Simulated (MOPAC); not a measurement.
MOPAC input (AM1):

```
AM1 1SCF UHF MS=0.5 GEO-OK AUX(PRECISION=9) THREADS=1
C4H5GeS

Ge   -1.71826900 1    0.06931500 1   -0.06733700 1
C     0.22282400 1    0.20738900 1   -0.02244700 1
C     0.96497200 1    1.35826100 1   -0.16351400 1
C     2.33990500 1    1.07086100 1   -0.07621100 1
C     2.70393300 1   -0.20871200 1    0.12032100 1
S     1.25297300 1   -1.16291500 1    0.20939100 1
H    -2.24687900 1   -0.49479500 1    1.26156800 1
H    -2.25797300 1    1.48988300 1   -0.29004900 1
H    -2.16422800 1   -0.85162800 1   -1.21477800 1
H     0.53993200 1    2.33843600 1   -0.31894000 1
H     3.67638400 1   -0.66014700 1    0.21782800 1
```

From the output:

```
                                                       MOPAC v23.2.5 Linux

          FINAL HEAT OF FORMATION =        109.84352 KCAL/MOL =     459.58528 KJ/MOL

          COSMO AREA              =        150.37 SQUARE ANGSTROMS
          COSMO VOLUME            =        148.53 CUBIC ANGSTROMS

          IONIZATION POTENTIAL    =          9.177592 EV
          ALPHA SOMO LUMO (EV)    =         -9.348  0.097
          BETA  SOMO LUMO (EV)    =         -9.178 -0.468
          NO. OF ALPHA ELECTRONS  =         16
          NO. OF BETA  ELECTRONS  =         15
          MOLECULAR WEIGHT        =        157.7335         POINT GROUP:  Cs

          MOLECULAR DIMENSIONS (Angstroms)

            Atom       Atom       Distance
            H    11    H     8     6.33223
            H    10    H     9     3.99651
            H    10    H     7     2.37735

          SCF CALCULATIONS        =          1

   ATOM   CHEMICAL          X               Y               Z
  NUMBER   SYMBOL      (ANGSTROMS)     (ANGSTROMS)     (ANGSTROMS)

     1      Ge         -1.71826900  *   0.06931500  *  -0.06733700  *
     2       C          0.22282400  *   0.20738900  *  -0.02244700  *
     3       C          0.96497200  *   1.35826100  *  -0.16351400  *
     4       C          2.33990500  *   1.07086100  *  -0.07621100  *
     5       C          2.70393300  *  -0.20871200  *   0.12032100  *
     6       S          1.25297300  *  -1.16291500  *   0.20939100  *
     7       H         -2.24687900  *  -0.49479500  *   1.26156800  *
     8       H         -2.25797300  *   1.48988300  *  -0.29004900  *
     9       H         -2.16422800  *  -0.85162800  *  -1.21477800  *
    10       H          0.53993200  *   2.33843600  *  -0.31894000  *
    11       H          3.67638400  *  -0.66014700  *   0.21782800  *

                             CARTESIAN COORDINATES

   1   Ge       -1.718269000     0.069315000    -0.067337000
   2    C        0.222824000     0.207389000    -0.022447000
   3    C        0.964972000     1.358261000    -0.163514000
   4    C        2.339905000     1.070861000    -0.076211000
   5    C        2.703933000    -0.208712000     0.120321000
   6    S        1.252973000    -1.162915000     0.209391000
   7    H       -2.246879000    -0.494795000     1.261568000
   8    H       -2.257973000     1.489883000    -0.290049000
   9    H       -2.164228000    -0.851628000    -1.214778000
  10    H        0.539932000     2.338436000    -0.318940000
  11    H        3.676384000    -0.660147000     0.217828000

           Empirical Formula: C4 H5 Ge S  =    11 atoms

      MOLECULAR POINT GROUP   :   Cs

          ALPHA EIGENVALUES
 -37.82012 -29.84409 -24.37322 -20.01993 -18.07806 -16.26514 -14.80258 -14.01429
 -13.99340 -12.42779 -12.27673 -11.82288 -11.64400 -10.62428 -10.01678  -9.34841
   0.09740   0.30133   0.52304   0.75348   0.90743   1.30872   1.65581   2.38954
   3.96876   4.55745   4.72630   5.06404   5.25961

           BETA EIGENVALUES
 -37.46387 -29.80586 -23.78274 -19.69626 -17.71199 -15.94102 -14.58991 -13.93425
 -13.81837 -12.11349 -11.97268 -11.78753 -11.56741  -9.95708  -9.17759  -0.46798
   0.04392   0.46533   0.65520   0.86436   1.18328   1.71797   2.15230   2.42480
   3.92292   4.51607   4.83452   5.21669   5.69184

              NET ATOMIC CHARGES AND DIPOLE CONTRIBUTIONS

  ATOM NO.   TYPE          CHARGE      No. of ELECS.   s-Pop       p-Pop
    1         Ge           0.612939        3.3871     0.88177     2.50529
    2          C          -0.509558        4.5096     1.32091     3.18864
    3          C          -0.138133        4.1381     1.21360     2.92454
    4          C          -0.051413        4.0514     1.32037     2.73104
    5          C          -0.368184        4.3682     1.25436     3.11383
    6          S           0.392642        5.6074     1.83867     3.76869
    7          H          -0.092783        1.0928     1.09278
    8          H          -0.097539        1.0975     1.09754
    9          H          -0.092783        1.0928     1.09278
   10          H           0.162979        0.8370     0.83702
   11          H           0.181834        0.8182     0.81817
 DIPOLE           X         Y         Z       TOTAL
 POINT-CHG.    -2.584    -2.137     0.222     3.360
 HYBRID         1.247     1.586    -0.187     2.027
 SUM           -1.336    -0.551     0.035     1.446

          ATOMIC ORBITAL ELECTRON POPULATIONS

     Atom    s        px        py        pz
    1 Ge   0.88177   0.71465   0.89651   0.89413
    2  C   1.32091   1.10396   0.97373   1.11095
    3  C   1.21360   0.89991   0.98665   1.03798
    4  C   1.32037   0.87432   0.86943   0.98729
    5  C   1.25436   1.03444   0.95002   1.12936
    6  S   1.83867   0.94955   1.10972   1.70942
    7  H   1.09278
    8  H   1.09754
    9  H   1.09278
   10  H   0.83702
   11  H   0.81817

                    (SZ)    =    0.500000
                    (S**2)  =    1.033684

          ATOMIC ORBITAL SPIN POPULATIONS

    Atom   Total    s     px     py     pz
         Atomic
    1 Ge -0.0465 -0.007 -0.028 -0.004 -0.007
    2  C  0.4141  0.035  0.037  0.039  0.303
    3  C -0.3572 -0.015 -0.033 -0.033 -0.277
    4  C  1.3069  0.187  0.357  0.415  0.348
    5  C -0.5040 -0.025 -0.053 -0.055 -0.371
    6  S  0.1209 -0.003  0.079  0.047 -0.001
    7  H  0.0082  0.008
    8  H  0.0031  0.003
    9  H  0.0082  0.008
   10  H  0.0184  0.018
   11  H  0.0281  0.028

 **********************
 *                    *
 * JOB ENDED NORMALLY *
 *                    *
 **********************

 == MOPAC DONE ==
```

The geometry given is a B3LYP-D3(BJ)/def2-TZVP minimum.

The determinant is spin-contaminated: <S^2> is 1.03 against 0.75 for a pure state.
